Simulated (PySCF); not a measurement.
PySCF 2.14 output of an unrestricted wB97X calculation on a single atom or ion in x2c-TZVPPall with one added diffuse shell each of s, p, d, f type (7s6p5d3f1g, 80 functions), with scalar relativity by spin-free X2C-1e:

```
SCF conv_tol = 1e-09
number electrons alpha = 11  beta = 9
    J.-D. Chai and M. Head-Gordon.,  J. Chem. Phys. 128, 084106 (2008)
cycle= 1 E= -852.770923916721  delta_E= -0.00497  |g|= 0.0136  |ddm|= 0.168
cycle= 2 E= -852.773074063085  delta_E= -0.00215  |g|= 0.0228  |ddm|= 0.127
cycle= 3 E= -852.776934123105  delta_E= -0.00386  |g|= 0.0376  |ddm|= 0.107
cycle= 4 E= -852.770947693119  delta_E= 0.00599  |g|= 0.00525  |ddm|= 0.246
cycle= 5 E= -852.770936021283  delta_E= 1.17e-05  |g|= 0.00251  |ddm|= 0.0256
cycle= 6 E= -852.770932569123  delta_E= 3.45e-06  |g|= 0.00119  |ddm|= 0.00439
cycle= 7 E= -852.770930399468  delta_E= 2.17e-06  |g|= 0.000181  |ddm|= 0.00641
cycle= 8 E= -852.770930363085  delta_E= 3.64e-08  |g|= 5.98e-06  |ddm|= 0.000763
cycle= 9 E= -852.77093036311  delta_E= -2.48e-11  |g|= 1.26e-06  |ddm|= 1.43e-05
converged SCF energy = -852.77093036311  <S^2> = 2.0005729  2S+1 = 3.0003819
```

The run itself started from symmetry-adapted Hartree-Fock orbitals and held the occupation by maximum overlap, on a logarithmic radial grid, so the iterations belong to that start.

Question: Which element, charge and spin multiplicity is this?

Answer: Ti²⁺ (titanium, charge +2), multiplicity 3; the state was [Ar] 3d1 4s1, high-spin 3D determinant (an excited configuration).
